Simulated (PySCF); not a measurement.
C₆H₁₃BO₂, triplet, at the geometry of the source list (a higher spin typed on purpose: for a closed-shell molecule this is an excited state) (in this run its highest filled SCF level lies above zero, so its values depend strongly on the basis, on diffuse functions most of all). Base run: PySCF with PBE/3-21G.

The PySCF input:
```python
from pyscf import gto, scf, dft

mol = gto.Mole()
mol.atom = '''
    C    -1.74100000    0.14790000    0.87670000
    C    -0.73420000    0.17360000   -0.27980000
    C    -1.11520000   -0.90550000   -1.29170000
    O    -0.84600000    1.45790000   -0.89890000
    B     0.23980000    2.19760000   -0.57270000
    O     1.16880000    1.50510000    0.12750000
    C     0.76720000    0.13510000    0.20020000
    C     0.97620000   -0.37300000    1.62570000
    C     1.68520000   -0.64730000   -0.74660000
    H    -2.73590000    0.31720000    0.47170000
    H    -1.52780000    0.94630000    1.58300000
    H    -1.72560000   -0.80950000    1.38870000
    H    -2.16030000   -0.77830000   -1.56210000
    H    -0.52370000   -0.82320000   -2.19740000
    H    -0.98180000   -1.89250000   -0.85870000
    H     0.36130000    3.31530000   -0.86530000
    H     0.45630000    0.24960000    2.34620000
    H     2.03870000   -0.33580000    1.85710000
    H     0.63340000   -1.40100000    1.71430000
    H     1.60370000   -0.25880000   -1.75880000
    H     2.71370000   -0.51380000   -0.41920000
    H     1.44740000   -1.70690000   -0.74000000
'''
mol.basis = '3-21g'
mol.spin = 2
mol.verbose = 3
mol.build()

mf = dft.UKS(mol)
mf.xc = 'pbe'
mf.kernel()
```

Each row names what was changed in the base input (with any setting that the change needs).

```tsv
change	ΔE vs base (mEh)	fitting functions	dipole (D)
base	0.000	-	6.32
auxbasis = autoaux	-12.193	758	6.35
auxbasis = cc-pvdz-jkfit	-0.565	929	6.32
auxbasis = even-tempered beta=3.0	-20.562	385	6.34
auxbasis = even-tempered beta=1.6	-11.218	851	6.34
auxbasis = def2-universal-jfit	-0.881	584	6.32
auxbasis = cc-pvqz-jkfit	-0.165	1617	6.32
auxbasis = def2-svp-ri	-21.493	614	6.32
auxbasis = def2-universal-jkfit	-0.466	913	6.32
auxbasis = even-tempered beta=2.0	-12.615	596	6.35
```

A fitting set is made for a task (jfit for Coulomb, jkfit for Coulomb and exchange, ri for correlation) and for a family of orbital bases.

Open shells are given as the SCF converged; they aren't shown to be the lowest states, and a large step between rows can be another state.
